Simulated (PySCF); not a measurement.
# Tl(CCH) at several levels of theory

Computed with PySCF 2.14.0 (density fitting, no spin-orbit coupling) at the geometry relaxed with r2SCAN:

```xyz
4
Tl(CCH) (singlet)
Tl    0.0000    0.0000   -0.2086
C     0.0000    0.0000    2.1074
C     0.0000    0.0000    3.3400
H     0.0000    0.0000    4.4172
```

| level | basis | state | HOMO (eV) | gap (eV) | charge on Tl1 (e) | dipole about the centre of mass (D) | largest force component (eV/Å) |
| --- | --- | --- | --- | --- | --- | --- | --- |
| r2SCAN | Tl def2-SVP with ECP60, C def2-SVP, H def2-SVP | singlet | -6.21 | 4.10 | 0.39 | 1.89 | 0.02 |
| CAM-B3LYP | the same | singlet | -8.24 | 7.33 | 0.37 | 2.00 | 1.01 |
| M06-L | the same | singlet | -5.98 | 4.06 | 0.45 | 2.24 | 0.34 |
| BLYP | the same | singlet | -5.77 | 3.45 | 0.30 | 1.70 | 0.53 |
| r2SCAN | Tl def2-TZVP with ECP60, C def2-TZVP, H def2-TZVP | singlet | -6.26 | 4.11 | 0.54 | 2.13 | 0.82 |
| r2SCAN | Tl x2c-SVPall, C x2c-SVPall, H x2c-SVPall | singlet | -6.17 | 4.09 | 0.46 | 1.96 | 0.30 |

Charges are Mulliken's, which hang on the basis. The relaxation used the grid (50, 194), these runs (75, 302) or, all-electron (x2c bases, spin-free X2C Hamiltonian), (99, 590).

Q: What does BP86 with Tl def2-SVP with ECP60, C def2-SVP, H def2-SVP give here?

A: state singlet, HOMO (eV) -6.06, gap (eV) 3.62, charge on Tl1 (e) 0.33, dipole about the centre of mass (D) 1.77, largest force component (eV/Å) 0.70. Time: 1.4 s on 2 threads of Arm Neoverse V1, on a shared host, from an already converged density.

In the first row's basis the gap widens with exact exchange: 3.5 to 4.1 eV for BLYP, BP86, M06-L, r2SCAN (none); 7.3 eV for CAM-B3LYP (rising or full at long range).

No frequency check is given that shows the relaxed geometry to be a minimum.
